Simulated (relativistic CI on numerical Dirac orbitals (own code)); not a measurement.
# Zn11+: sensitivity of the levels to the model

Base calculation: Dirac-Coulomb-Breit CI, separate exchange-only KLI orbitals for each configuration, a model potential for QED, unscaled Slater integrals.

Configurations in the expansion (outside the closed core [Ne]): 3s²3p⁶3d, 3s²3p⁵3d², 3s3p⁶3d², 3s²3p⁶4s, 3s²3p⁶4p, 3s²3p⁶4d, 3s²3p⁶4f, 3s²3p⁵3d4s, 3s²3p⁶5s, 3s²3p⁶5p, 3s²3p⁵3d4p, 3s²3p⁶5d, 3s²3p⁶5f, 3s²3p⁶5g, 3s²3p⁵3d4d, 3s3p⁶3d4s, 3s²3p⁶6s, 3s²3p⁶6p, 3s²3p⁶6d, 3s²3p⁵3d4f, 3s3p⁶3d4p, 3s²3p⁶7s, 3s²3p⁶7p, 3s3p⁶4s², 3p⁶3d³, 3p⁵3d⁴. Double excitations out of closed p, d and f shells are left out; levels of such configurations are missing from the list, as are those of other unlisted configurations, and high levels can miss mixing partners. These lack a partner that the ground configuration has and come out too high: 3s²3p⁵3d4s, 3s²3p⁵3d4p, 3s²3p⁵3d4d, 3s²3p⁵3d4f.

The lowest level and the first level of each name with at least 55 % of one term (blank where a level has no safe partner in the second run):

```
            Level  Base (cm⁻¹)  Shift (cm⁻¹)
   3s²3p⁶3d ²D3/2            0             0
   3s²3p⁶3d ²D5/2         4993             0
 3s²3p⁵3d² ⁴D°1/2       516920         +1007
 3s²3p⁵3d² ⁴D°3/2       519002         +1007
 3s²3p⁵3d² ⁴D°5/2       522488         +1007
 3s²3p⁵3d² ⁴D°7/2       527593         +1007
3s²3p⁵3d² ⁴G°11/2       547730         +1005
 3s²3p⁵3d² ⁴G°9/2       549559         +1005
 3s²3p⁵3d² ⁴G°7/2       552803         +1005
 3s²3p⁵3d² ⁴P°5/2       555235         +1005
 3s²3p⁵3d² ⁴P°3/2       561573         +1006
 3s²3p⁵3d² ⁴P°1/2       566839         +1006
 3s²3p⁵3d² ⁴F°3/2       567542         +1006
 3s²3p⁵3d² ²D°5/2       572068         +1006
```

At this charge energies of transitions that change n are usually good to better than 1 %, and those within a shell (Δn = 0) to a few per cent.

Problem. One thing was changed in a second run, which moved the levels as shown. Which?
A. QED terms removed
B. Breit term removed
C. P86 correlation estimate
D. configuration mixing switched off

Solution. C. P86 correlation estimate. A correlation estimate moves all levels of a configuration together before mixing; mixed levels move by a weighted share.

LS names give the leading component of a level, which can be under half, so a name can repeat, a term be missing and a line seem to break the LS rules.
